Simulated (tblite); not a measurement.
Run record: tight-binding relaxation, `CC[CH2][Al-]1([Br])[Cl+][AlH2-][Cl+]1`.

Computed with GFN2-xTB geometry optimisation, gas phase (tblite 0.8.0). Start geometry: from a force field or distance geometry. The command runs a driver script over a list of jobs; the input below is this job's line of settings and its coordinates in Å.

Command:
```bash
OMP_NUM_THREADS=1 python probes_run.py task.json out
```

Input:
```
{"job": {"kind": "relax", "xc": "GFN2-xTB", "basis": "xTB"}, "charge": 0, "multiplicity": 1}
C     -2.890600    -0.737700    -0.174800
C     -1.499700    -0.222400    -0.293800
C     -0.872300     0.191200     1.029500
Al     0.962100     0.828800     0.598500
Br     1.137800     2.983100    -0.281000
Cl     2.054700    -0.651100    -0.649800
Al     3.855500    -0.120300     0.532400
Cl     2.473500     0.444300     2.171900
H     -2.950800    -1.860500    -0.182600
H     -3.480200    -0.319900     0.669900
H     -3.442100    -0.423500    -1.094900
H     -0.879700    -0.997400    -0.763700
H     -1.548200     0.652600    -0.971600
H     -1.489800     1.013200     1.488200
H     -0.806000    -0.611000     1.771600
H      4.829800    -1.335000     0.873500
H      4.538700     1.177600    -0.083800
```

Output:
```
step      E/eV     max force
  0    -722.99694    2.522
  1    -723.14500    0.692
  2    -723.20287    0.524
  3    -723.23136    0.471
  4    -723.25286    0.387
  5    -723.27229    0.388
  6    -723.29026    0.347
  7    -723.30533    0.335
  8    -723.31799    0.251
  9    -723.32857    0.298
... (140 lines left out)
150    -723.58610    0.014
151    -723.58613    0.011
152    -723.58615    0.013
153    -723.58619    0.018
154    -723.58622    0.020
155    -723.58625    0.016
156    -723.58628    0.013
157    -723.58630    0.011
158    -723.58632    0.012
159    -723.58633    0.009
```

«max force» is the largest atomic force in eV/Å.

Problem. From which step on does the largest force stay under 0.1 eV/Å, and how much energy is left to gain from there?

Solution. From step 54 (0.096 eV/Å), 31.8 meV above the end.

In short: energy lowered by 13.6 kcal/mol over 159 steps; largest atomic force 0.009 eV/Å at the end.

Problem. Where do the atoms end?

Solution. 0.701 Å rms from the input after alignment:
```
atom  x, y, z in Å
C1    -2.8100   -0.8652   -0.0330
C2    -1.6030    0.0071   -0.3560
C3    -0.5979    0.0651    0.8124
Al4    0.9493    1.1855    0.2893
Br5    0.8254    3.2213   -0.6719
Cl6    2.3246   -0.1281   -0.9240
Al7    3.6873   -0.2633    0.7616
Cl8    2.5067    1.1899    1.8828
H9    -2.4966   -1.8852    0.1808
H10   -3.3357   -0.4783    0.8376
H11   -3.5035   -0.8871   -0.8707
H12   -1.1044   -0.3813   -1.2509
H13   -1.9434    1.0196   -0.5938
H14   -1.1373    0.4289    1.6976
H15   -0.3022   -0.9651    1.0655
H16    3.5043   -1.6398    1.4331
H17    5.0294    0.3880    0.3792
```

Problem. Estimate the wall time. Hardware: one thread of an Arm Neoverse N1, on a shared host.

Solution. About 3.5 s.
Labels such as C1 count atoms from 1, the log's own numbers from 0.
